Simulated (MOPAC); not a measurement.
MOPAC input (PM7):

```
PM7 FORCE THERMO(298,298) PRECISE LET CHARGE=-1 GEO-OK AUX(PRECISION=9) THREADS=1
C2H7Si

C    -1.67396274 1   -0.51708899 1    0.19863459 1
C    -0.46749515 1    0.30452629 1    0.48653279 1
Si    1.05719803 1    0.14981287 1   -0.30728856 1
H    -2.10586067 1   -0.32625349 1   -0.79851604 1
H    -2.47087498 1   -0.29279494 1    0.92438238 1
H    -1.49786143 1   -1.60293146 1    0.26682848 1
H    -0.58180338 1    1.05747598 1    1.24045598 1
H     1.67515174 1   -1.18250621 1   -0.23219463 1
H     2.02291599 1    1.07963403 1    0.26920897 1
H     1.06027803 1    0.41972356 1   -1.75460085 1
```

From the output:

```
     H   10   0.038425   0.230294   0.193734   2.907230

          HEAT OF FORMATION =      10.834557 KCALS/MOLE

          ZERO POINT ENERGY      45.849 KCAL/MOL

           NORMAL COORDINATE ANALYSIS (Total motion = 1 Angstrom)

   Root No.       1         2         3         4         5         6         7         8

                 1 A       2 A       3 A       4 A       5 A       6 A       7 A       8 A

                  44.2      77.9     294.0     556.7     672.9     709.2     758.8     885.0

           1    0.0008   -0.0000    0.0468   -0.0003   -0.0467   -0.0002    0.0260    0.0001
           2    0.0013   -0.0001    0.0637   -0.0001   -0.0114    0.0000    0.0177   -0.0000
           3    0.0183    0.0171   -0.0006    0.0121    0.0001   -0.0045   -0.0001    0.0010
           4    0.0009    0.0001    0.0460   -0.0003   -0.0244    0.0004    0.0106   -0.0004
           5   -0.0016    0.0001   -0.0614   -0.0000   -0.0297    0.0005    0.1058    0.0001
           6   -0.0393   -0.0140    0.0013   -0.0793    0.0007   -0.0516    0.0004    0.0103
           7   -0.0007   -0.0000   -0.0356    0.0005    0.0449   -0.0001   -0.0119    0.0020
           8   -0.0000    0.0000   -0.0111   -0.0000    0.0108   -0.0003   -0.0545    0.0018
           9    0.0080   -0.0024   -0.0003    0.0007    0.0001    0.0346   -0.0002   -0.0210
          10    0.0323    0.0242    0.0764    0.0670   -0.0364    0.0458   -0.0261   -0.0105
          11    0.1541   -0.1184    0.0966    0.0135   -0.0026    0.0031   -0.0439   -0.0009
          12   -0.0306    0.0773    0.0020    0.0426   -0.0013    0.0173    0.0004   -0.0046
          13   -0.0053   -0.0028   -0.0475   -0.0091   -0.0617   -0.0050    0.1611    0.0022
          14   -0.0169    0.0148    0.1000   -0.0025   -0.0034   -0.0012   -0.0407   -0.0003
          15    0.1995   -0.1041   -0.0074    0.0611   -0.0003    0.0239    0.0016   -0.0038
          16   -0.0250   -0.0215    0.0951   -0.0568   -0.0313   -0.0400   -0.0545    0.0089
          17   -0.1310    0.1035    0.1073   -0.0124   -0.0018   -0.0036   -0.0459    0.0011
          18   -0.0638    0.1032    0.0016    0.0391    0.0012    0.0160   -0.0002   -0.0041
          19    0.0020   -0.0002    0.0101   -0.0042   -0.0499   -0.0023    0.0147    0.0010
          20   -0.0026   -0.0008   -0.0706    0.0062   -0.0346   -0.0004    0.0880   -0.0001
          21   -0.1532   -0.0553    0.0048    0.4437   -0.0069    0.0018   -0.0053   -0.0657
          22    0.0838    0.1348   -0.1265    0.0171   -0.1749   -0.1962   -0.1248   -0.2490
          23   -0.0021   -0.0654   -0.0332    0.0498   -0.0475   -0.2548   -0.0416    0.0300
          24   -0.0134   -0.0867   -0.0008    0.0472   -0.0026   -0.1416    0.0239    0.0695
          25    0.0025    0.0051   -0.0057    0.0064    0.1180   -0.0070    0.0465    0.0054
          26   -0.0000   -0.0054    0.1078    0.0063    0.3034   -0.0125    0.1614   -0.0461
          27    0.0961    0.1690   -0.0034    0.1004   -0.0030   -0.0655    0.0028    0.4160
          28   -0.0913   -0.1393   -0.1166   -0.0269   -0.1677    0.2053   -0.1213    0.1894
          29    0.0028    0.0708   -0.0245   -0.0579   -0.0261    0.2711   -0.0304   -0.0340
          30   -0.0068   -0.0736    0.0010    0.0484    0.0011   -0.1489   -0.0214    0.0429

   Root No.       9        10        11        12        13        14        15        16

                 9 A      10 A      11 A      12 A      13 A      14 A      15 A      16 A

                 897.7     931.7    1064.7    1077.4    1229.8    1260.0    1328.2    1333.9

           1   -0.0093   -0.0052   -0.0018   -0.0022   -0.2045    0.0045    0.0006    0.0091
           2   -0.0033   -0.0059    0.0055    0.0523    0.0084    0.0261   -0.0031   -0.0411
           3   -0.0003   -0.0003   -0.0729    0.0061    0.0027   -0.0033   -0.0356    0.0020
           4    0.0072    0.0039    0.0030    0.0083    0.2210   -0.0387    0.0051    0.0074
           5   -0.0075   -0.0040   -0.0039   -0.0395    0.0162   -0.0426    0.0023    0.0046
           6    0.0012   -0.0002    0.0446   -0.0037   -0.0010    0.0004   -0.0032   -0.0002
           7   -0.0175    0.0110    0.0002    0.0011   -0.0086    0.0030   -0.0004   -0.0006
           8   -0.0156   -0.0123    0.0013    0.0078   -0.0081   -0.0035    0.0001    0.0011
           9   -0.0019    0.0001   -0.0015    0.0000    0.0001    0.0001   -0.0002    0.0001
          10    0.0044    0.0122    0.3232   -0.1364   -0.0645   -0.1027   -0.1697   -0.0835
          11    0.0077    0.0109   -0.0113   -0.1086    0.0325    0.0273   -0.1699    0.3121
          12    0.0004    0.0002    0.1192   -0.0062    0.0023   -0.0441   -0.0176   -0.1737
          13   -0.0332   -0.0325   -0.0096    0.2829   -0.0069    0.0817    0.0132    0.1192
          14    0.0084    0.0076   -0.0138   -0.0811   -0.0172   -0.0151   -0.0521   -0.0494
          15    0.0009    0.0001    0.1357   -0.0096   -0.0195    0.0108    0.3887   -0.0703
          16    0.0059    0.0156   -0.3096   -0.1415   -0.0673   -0.1268    0.1231   -0.1236
          17    0.0072    0.0107   -0.0092   -0.1091    0.0208    0.0260    0.2436    0.1968
          18    0.0001    0.0005    0.1208   -0.0158   -0.0075    0.0622    0.1006    0.2197
          19   -0.0174   -0.0124   -0.0230   -0.1355    0.2215    0.4471   -0.0239   -0.0903
          20   -0.0231   -0.0138   -0.0165   -0.1060    0.0388    0.2049   -0.0129   -0.0489
          21   -0.0052    0.0057   -0.0158    0.0028    0.0033    0.0013   -0.0024    0.0008
          22    0.2161   -0.1038    0.0045    0.0173   -0.0077    0.0073    0.0011    0.0008
          23    0.1262    0.2737    0.0107    0.0248   -0.0287    0.0139   -0.0007   -0.0013
          24    0.0568    0.2406    0.0073    0.0114   -0.0257    0.0204   -0.0015   -0.0033
          25    0.0842   -0.0265   -0.0015   -0.0061   -0.0227    0.0110   -0.0011   -0.0025
          26    0.3190   -0.1118   -0.0052   -0.0141   -0.0812    0.0204   -0.0019   -0.0034
          27    0.0462   -0.0217    0.0031   -0.0002   -0.0030    0.0010   -0.0010   -0.0001
          28    0.2526   -0.1434   -0.0039    0.0158   -0.0097    0.0079   -0.0011    0.0010
          29    0.1188    0.2826   -0.0102    0.0239   -0.0323    0.0167   -0.0008   -0.0015
          30   -0.0562   -0.2207    0.0086   -0.0115    0.0271   -0.0210    0.0009    0.0034

   Root No.      17        18        19        20        21        22        23        24

                17 A      18 A      19 A      20 A      21 A      22 A      23 A      24 A

                1383.8    2224.8    2250.5    2297.7    2631.5    2649.8    2738.7    2772.9

           1   -0.0411    0.0001   -0.0006    0.0005    0.0006    0.0035   -0.0185    0.0087
           2   -0.0022    0.0002   -0.0006    0.0002   -0.0016   -0.0431   -0.0068   -0.0067
           3   -0.0012    0.0005    0.0000    0.0001   -0.0511    0.0018   -0.0016    0.0002
           4   -0.0293   -0.0006    0.0028   -0.0015    0.0005   -0.0012   -0.0037    0.0255
           5   -0.0084   -0.0003    0.0015   -0.0010    0.0003    0.0018   -0.0063   -0.0457
           6   -0.0001   -0.0002    0.0000    0.0000   -0.0022   -0.0000   -0.0000    0.0007
           7    0.0004    0.0002   -0.0076   -0.0251    0.0000    0.0002   -0.0002   -0.0005
           8    0.0004   -0.0022    0.0180    0.0043   -0.0000    0.0002   -0.0003   -0.0024
           9   -0.0000   -0.0252   -0.0028    0.0009   -0.0000   -0.0000    0.0000   -0.0000
          10    0.2433   -0.0011    0.0003    0.0002   -0.2068   -0.0787    0.0908   -0.0368
          11    0.0824   -0.0003    0.0009    0.0008    0.1799    0.0418   -0.0942    0.0285
          12    0.0829   -0.0006    0.0010    0.0008    0.4029    0.1752   -0.2219    0.0774
          13    0.3001    0.0004   -0.0008    0.0011    0.0242    0.1510    0.1178   -0.0044
          14   -0.1169   -0.0004    0.0011   -0.0003    0.0583    0.3529    0.3318   -0.0267
          15   -0.0050   -0.0003   -0.0000   -0.0000   -0.0278    0.0445    0.0378   -0.0028
          16    0.2496    0.0008    0.0009    0.0003    0.1667   -0.1297    0.0990   -0.0420
          17    0.1101   -0.0002    0.0008    0.0012   -0.2178    0.1449   -0.1502    0.0515
          18   -0.0613   -0.0002   -0.0004   -0.0008    0.2655   -0.2421    0.2048   -0.0762
          19    0.0273    0.0019   -0.0111   -0.0010    0.0023    0.0238   -0.0376   -0.3138
          20    0.0250   -0.0016    0.0080   -0.0047   -0.0052   -0.0543    0.0765    0.6207
          21   -0.0010   -0.0081   -0.0018   -0.0004   -0.0042    0.0017   -0.0012   -0.0098
          22    0.0025    0.0702    0.0776   -0.0250   -0.0004    0.0001   -0.0003    0.0003
          23    0.0024   -0.2610   -0.3015    0.0540   -0.0000    0.0003    0.0006    0.0073
          24    0.0022    0.2971    0.3907   -0.0634   -0.0003    0.0001   -0.0006   -0.0054
          25    0.0020   -0.0154    0.0855    0.7579   -0.0001   -0.0008    0.0009    0.0012
          26    0.0102    0.0027   -0.0159   -0.2119   -0.0000   -0.0000    0.0006    0.0008
          27    0.0002   -0.0157   -0.0048   -0.0308    0.0001    0.0000   -0.0000    0.0000
          28    0.0026   -0.0584    0.0318   -0.0212    0.0003   -0.0001   -0.0001    0.0011
          29    0.0027    0.3244   -0.2058    0.0525    0.0007    0.0002    0.0006    0.0073
          30   -0.0025    0.4258   -0.3078    0.0687    0.0002    0.0002    0.0007    0.0060

           MASS-WEIGHTED COORDINATE ANALYSIS (NORMAL COORDINATES)

   Root No.       1         2         3         4         5         6         7         8

                 1 A       2 A       3 A       4 A       5 A       6 A       7 A       8 A

                  44.2      77.9     294.0     556.7     672.9     709.2     758.8     885.0

           1    0.0070   -0.0001    0.3058   -0.0018   -0.3037   -0.0014    0.1539    0.0007
           2    0.0112   -0.0008    0.4161   -0.0008   -0.0738    0.0000    0.1052   -0.0003
           3    0.1574    0.1517   -0.0037    0.0752    0.0006   -0.0267   -0.0005    0.0064
           4    0.0076    0.0005    0.3002   -0.0019   -0.1586    0.0021    0.0628   -0.0023
           5   -0.0137    0.0009   -0.4011   -0.0002   -0.1928    0.0029    0.6275    0.0007
           6   -0.3388   -0.1240    0.0088   -0.4915    0.0045   -0.3071    0.0026    0.0651
           7   -0.0091   -0.0004   -0.3552    0.0046    0.4463   -0.0007   -0.1078    0.0192
           8   -0.0004    0.0003   -0.1113   -0.0004    0.1075   -0.0025   -0.4944    0.0172
           9    0.1054   -0.0326   -0.0025    0.0062    0.0009    0.3154   -0.0020   -0.2025
          10    0.0807    0.0624    0.1444    0.1202   -0.0686    0.0790   -0.0448   -0.0191
          11    0.3850   -0.3048    0.1827    0.0243   -0.0048    0.0054   -0.0754   -0.0017
          12   -0.0765    0.1990    0.0037    0.0764   -0.0024    0.0298    0.0007   -0.0084
          13   -0.0132   -0.0072   -0.0899   -0.0163   -0.1162   -0.0086    0.2769    0.0040
          14   -0.0423    0.0380    0.1891   -0.0046   -0.0063   -0.0020   -0.0699   -0.0006
          15    0.4985   -0.2679   -0.0140    0.1096   -0.0007    0.0412    0.0027   -0.0070
          16   -0.0624   -0.0552    0.1798   -0.1020   -0.0589   -0.0690   -0.0936    0.0163
          17   -0.3272    0.2664    0.2029   -0.0223   -0.0035   -0.0063   -0.0788    0.0020
          18   -0.1593    0.2658    0.0031    0.0702    0.0023    0.0276   -0.0003   -0.0074
          19    0.0051   -0.0006    0.0190   -0.0075   -0.0939   -0.0040    0.0253    0.0018
          20   -0.0064   -0.0019   -0.1336    0.0112   -0.0651   -0.0006    0.1513   -0.0002
          21   -0.3827   -0.1424    0.0090    0.7963   -0.0130    0.0031   -0.0090   -0.1200
          22    0.2093    0.3470   -0.2392    0.0307   -0.3292   -0.3384   -0.2145   -0.4544
          23   -0.0052   -0.1683   -0.0627    0.0894   -0.0894   -0.4396   -0.0716    0.0547
```

The dipole moment of an ion depends on the origin.
